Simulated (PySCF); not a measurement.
Isomers of C7H5NSi.

All values: CAM-B3LYP/def2-SVPD (PySCF) at GFN2-xTB geometries, gas phase, one conformer each. Core orbitals are frozen in the response; Δα² is half the sum of the squared differences of the principal polarisabilities.

(1) Rank by mean static polarisability, lowest first.
A. `C#CC1=CC=C[Si@@H]1C#N`
B. `C(/C#CC#C)(=C/C#N)[SiH3]`
C. `[CH:1]#[C:2]/[CH:3]=[C:4](\[C:5]#[CH:6])[SiH2:7][C:8]#[N:9]` with C3–C4–Si7–C8 -116°
D. `C#C[Si@@H]1[C@@H](C#N)C12C=C2`
E. `C#CC#C/C([SiH3])=C/C#N`
F. `N#C[C@@H]1C2([Si@@H]1C#C)C=C2`

(2) Rank by HOMO–LUMO gap, highest first.
A. `C(/C(=C/C#N)[SiH3])#CC#C`
B. `[CH:1]#[C:2]/[CH:3]=[C:4](/[C:5]#[CH:6])[SiH2:7][C:8]#[N:9]` with C3–C4–Si7–C8 56°
C. `[CH:1]#[C:2]/[CH:3]=[C:4](\[C:5]#[CH:6])[SiH2:7][C:8]#[N:9]` with C3–C4–Si7–C8 -116°
D. `C#C[Si@@H]1[C@@H](C#N)C12C=C2`
E. `C#CC#C/C([SiH3])=C\C#N`

Answers

(1) F (15.59 Å³), D (15.84 Å³), A (16.07 Å³), C (16.74 Å³), B (18.88 Å³), E (19.70 Å³).

(2) D (8.05 eV), C (7.23 eV), B (7.06 eV), E (6.73 eV), A (6.59 eV).

All values together:

```csv
SMILES,μ (D),HOMO (eV),LUMO (eV),α (Å³),Δα (Å³)
C#C[Si@@H]1[C@@H](C#N)C12C=C2,5.35,-8.12,-0.07,15.84,8.07
C#C[Si@@H]1[C@H](C#N)C12C=C2,4.74,-8.10,-0.01,15.59,5.19
C#CC1=C[SiH2]C(C#N)=C1,4.80,-8.41,-1.76,16.64,12.10
C#CC1=CC=C[Si@@H]1C#N,4.08,-8.05,-1.52,16.07,8.44
C#CC#C/C([SiH3])=C/C#N,3.86,-8.50,-1.91,19.70,23.27
C#CC#C/C([SiH3])=C\C#N,4.00,-8.50,-1.77,18.88,15.46
C#C/C=C(\C#C)[SiH2]C#N,4.00,-8.49,-1.26,16.74,8.79
C#C/C=C(/C#C)[SiH2]C#N,3.50,-8.41,-1.35,16.76,12.44
```

Conformers: `[CH:1]#[C:2]/[CH:3]=[C:4](\[C:5]#[CH:6])[SiH2:7][C:8]#[N:9]` with C3–C4–Si7–C8 -116°; `[CH:1]#[C:2]/[CH:3]=[C:4](/[C:5]#[CH:6])[SiH2:7][C:8]#[N:9]` with C3–C4–Si7–C8 56°.
